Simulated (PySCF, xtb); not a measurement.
Au2H6S2Si3, SMILES [Au][S][SiH2][SiH2][SiH2][S][Au], multiplicity 1.

xtb with GFN2-xTB at its own geometry gives an orbital gap of 2.76 eV and a dipole moment of 1.89 D.

Geometry optimised at B3LYP-D3(BJ)/def2-SVP. The spin state was assumed, not searched. The def2 effective core potentials stand for the cores of Au; spin–orbit coupling is left out. One conformer was computed; it need not be the lowest.

What does M06-2X/def2-SVP run with PySCF give? (Estimate from the structure and the level; the computed values follow.)

gap 5.23 eV (levels -7.69 and -2.46 eV), dipole 3.28 D.
